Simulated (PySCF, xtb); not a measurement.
1-chlorocyclopenta-1,3-diene (C5H5Cl), SMILES ClC1=CC=CC1.

xtb with GFN2-xTB at its own geometry gives an orbital gap of 3.49 eV and a dipole moment of 1.48 D.

Coordinates come from a ωB97X-D3(BJ)/def2-SVP optimisation. Other conformers were not sampled.

Q: What does HF/def2-TZVP in PySCF give? (The exact figures need the calculation; the answer reports its results.)

A: gap 11.26 eV (levels -8.45 and 2.81 eV), dipole 1.59 D.
